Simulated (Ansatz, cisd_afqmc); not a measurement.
System: Al, charge 0, doublet.

Total energies in def2-SVP, 3 correlated electrons, 5 frozen orbitals. UHF or UKS for unpaired electrons; spin-orbit terms are left out. Correlated methods leave the cores frozen. No relativity. AFQMC is phaseless with a CISD trial state; ± is one standard error, without the phaseless bias. Outlying blocks are dropped, and bars are widened where a walk drifts. Over all cases where full CI ran beside it in this data, AFQMC minus full CI had a median of +0.1 mEh and passed +0.4 mEh in a tenth of the cases. Full CI freezes restricted core orbitals and the other rows unrestricted ones, which leaves a small offset even where coupled cluster is exact.

```json
[
 {"method": "HF", "program": "Ansatz", "energy (Eh)": "-241.78934", "error against FCI (mEh)": "44.38"},
 {"method": "MP2", "program": "Ansatz", "energy (Eh)": "-241.81838", "error against FCI (mEh)": "15.34"},
 {"method": "CCSD", "program": "Ansatz", "energy (Eh)": "-241.83289", "error against FCI (mEh)": "0.83"},
 {"method": "CCSD(T)", "program": "Ansatz", "energy (Eh)": "-241.83346", "error against FCI (mEh)": "0.25"},
 {"method": "CCSDT", "program": "Ansatz", "energy (Eh)": "-241.83372", "error against FCI (mEh)": "0.00"},
 {"method": "AFQMC/CISD", "program": "cisd_afqmc", "energy (Eh)": "-241.8336 ± 0.0001", "error against FCI (mEh)": "0.1 ± 0.1"},
 {"method": "FCI", "program": "Ansatz", "energy (Eh)": "-241.83371", "error against FCI (mEh)": "0.00"}
]
```

Ansatz is a quantum-chemistry and plane-wave program.
